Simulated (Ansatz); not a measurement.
Cost and result for the atomization energy of BH8NO3Si (`O[B-](O)(O)[NH2+][SiH3]`) (14 atoms, 13 bonds).

Z-matrix (Å, degrees):
```
B
O 1 1.444
O 1 1.437 2 116.4
O 1 1.420 2 110.2 3 -138.1
N 1 1.714 2 101.7 3 108.8
H 2 0.958 1 110.0 3 -10.3
H 3 0.959 1 111.0 2 -77.6
H 4 0.958 1 110.9 2 163.2
Si 5 1.804 1 106.6 2 17.6
H 5 1.017 1 107.8 2 -103.4
H 5 1.015 1 110.0 2 139.9
H 9 1.471 5 110.2 1 53.3
H 9 1.476 5 109.7 1 -76.6
H 9 1.494 5 104.3 1 169.2
```

Charge 0, multiplicity 1. All single points use the PBE0-D4/def2-TZVP geometry. It is one conformer, not always the lowest. Program: Ansatz. All runs use 4 threads of an Arm Neoverse V1 on a shared host. Times are those of one run each, without the atoms' runs, and a repeat can differ threefold. Electronic energies, without spin–orbit coupling; frozen cores. CCSD(T)/CBS adds CCSD(T) − MP2 in def2-TZVPP to the MP2 limit, and its time is that of the two runs behind it. T1 = 0.011.

CCSD(T)/CBS is a level of theory with its own doubt, some kJ/mol a heavy atom from the limit and from the frozen cores, so smaller differences don't rank the functionals.

| level | functions | wall time |
| --- | --- | --- |
| revPBE-D4/def2-TZVPP | 309 | 3.2 s |
| PBE0-D4/def2-TZVPP | 309 | 4.5 s |
| BHLYP-D4/def2-TZVPP | 309 | 4.9 s |
| CAM-B3LYP-D4/def2-TZVPP | 309 | 5.5 s |
| r2SCANh-D4/def2-TZVPP | 309 | 7.5 s |
| B2PLYP/def2-TZVPP | 309 | 9 s |
| ωB97X-V/def2-TZVPP | 309 | 13 s |
| B97M-V/def2-TZVPP | 309 | 13 s |
| CCSD(T)/def2-SVP | 128 | 16 s |
| ωB97M-V/def2-TZVPP (with forces) | 309 | 17 s |
| MP2/def2-QZVPP | 595 | 42 s |
| CCSD(T)/def2-TZVPP | 309 | 21 min |
| CCSD(T)/CBS(def2) | – | 21 min |

(1) What atomization energy does each give, and how far from CCSD(T)/CBS? (Best estimate.)

Answers

(1) The calculation gave: 
| level | atomization (kJ/mol) | difference from CCSD(T)/CBS | per bond |
| --- | --- | --- | --- |
| revPBE-D4/def2-TZVPP | 5135.3 | -88.0 | -6.8 |
| PBE0-D4/def2-TZVPP | 5162.0 | -61.3 | -4.7 |
| BHLYP-D4/def2-TZVPP | 5028.7 | -194.6 | -15.0 |
| CAM-B3LYP-D4/def2-TZVPP | 5241.2 | 17.9 | 1.4 |
| r2SCANh-D4/def2-TZVPP | 5165.9 | -57.4 | -4.4 |
| B2PLYP/def2-TZVPP | 5149.0 | -74.3 | -5.7 |
| ωB97X-V/def2-TZVPP | 5216.8 | -6.5 | -0.5 |
| B97M-V/def2-TZVPP | 5197.5 | -25.8 | -2.0 |
| CCSD(T)/def2-SVP | 4887.1 | -336.2 | -25.9 |
| ωB97M-V/def2-TZVPP (with forces) | 5234.9 | 11.6 | 0.9 |
| MP2/def2-QZVPP | 5265.0 | 41.7 | 3.2 |
| CCSD(T)/def2-TZVPP | 5075.0 | -148.3 | -11.4 |
| CCSD(T)/CBS(def2) | 5223.3 | 0.0 | 0.0 |

In def2-TZVPP, CCSD(T) changes the Hartree–Fock value by +1392.6 kJ/mol (the triples alone add +76.6 kJ/mol) and MP2 by +1494.8 kJ/mol; breaking electron pairs costs correlation energy, which Hartree–Fock lacks. From PBE to PBE0 (25 % exact exchange), in def2-TZVPP and without D4, the atomization energy moves by −106.5 kJ/mol: exact exchange takes away binding that semilocal exchange gives to molecules. At CCSD(T), def2-SVP lies −336.2 kJ/mol from the extrapolated value and def2-TZVPP −148.2 kJ/mol: correlation converges slowly with the basis, and small sets miss more of it in the bonded molecule than in its fragments.
